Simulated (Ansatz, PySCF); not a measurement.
System: B₂H₆ (charge -2, singlet). It need not be the lowest isomer of its formula. 
Geometry from a B3LYP-D3(BJ)/def2-TZVP (Ansatz, a first-principles code) optimisation:
SMILES: [BH3-][BH3-]
```xyz
8

B     -0.0028    -0.0006     0.9067
H      1.1603     0.0020     1.4104
H     -0.5892     1.0061     1.4058
H     -0.5840    -1.0111     1.4044
B      0.0028     0.0006    -0.9067
H      0.5840     1.0111    -1.4044
H     -1.1603    -0.0020    -1.4104
H      0.5892    -1.0061    -1.4058
```
Charge -2, spin multiplicity 1.

Total electronic energies in hartree. Correlated levels leave the core frozen unless marked. No spin-orbit coupling. No relativistic terms. CBS marks a two-point X^-3 extrapolation of the correlation energy; Hartree-Fock from the larger set. The bracket is a focal-point correction in the basis named.

```json
[
 {"level": "HF/cc-pwCVTZ", "program": "Ansatz", "energy (Eh)": "-52.62167"},
 {"level": "HF/def2-TZVPP", "program": "Ansatz", "energy (Eh)": "-52.62383"},
 {"level": "HF-D3(BJ)/def2-TZVPD", "program": "PySCF + dftd3", "energy (Eh)": "-52.65730"},
 {"level": "PBE-D4/def2-TZVPD", "program": "Ansatz + dftd4", "energy (Eh)": "-53.05307"},
 {"level": "BP86-D3(BJ)/def2-TZVPD", "program": "PySCF + dftd3", "energy (Eh)": "-53.16221"},
 {"level": "TPSS/def2-TZVPD", "program": "PySCF", "energy (Eh)": "-53.17751"},
 {"level": "M06-L-D4/def2-TZVPD", "program": "PySCF + dftd4", "energy (Eh)": "-53.14567"},
 {"level": "B97M-V/def2-TZVPD", "program": "Ansatz", "energy (Eh)": "-53.17741"},
 {"level": "B3LYP-D4/def2-TZVPD", "program": "Ansatz + dftd4", "energy (Eh)": "-53.18052"},
 {"level": "PBE0/def2-TZVP", "program": "Ansatz", "energy (Eh)": "-53.05506"},
 {"level": "SCS-MP2/cc-pwCVTZ", "program": "Ansatz", "energy (Eh)": "-52.95079"},
 {"level": "CCSD/def2-SVPD", "program": "Ansatz", "energy (Eh)": "-52.88799"},
 {"level": "CCSD(T)/6-31G", "program": "Ansatz", "energy (Eh)": "-52.73220"},
 {"level": "CCSD(T)/aug-cc-pVTZ", "program": "Ansatz", "energy (Eh)": "-53.00219"},
 {"level": "RI-MP2/CBS(aug-cc-pVTZ,aug-cc-pVQZ)+[CCSD(T)-MP2]/aug-cc-pVTZ", "program": "Ansatz", "energy (Eh)": "-53.0310"}
]
```

Totals of different functionals don't rank their quality; only differences between species are comparable.
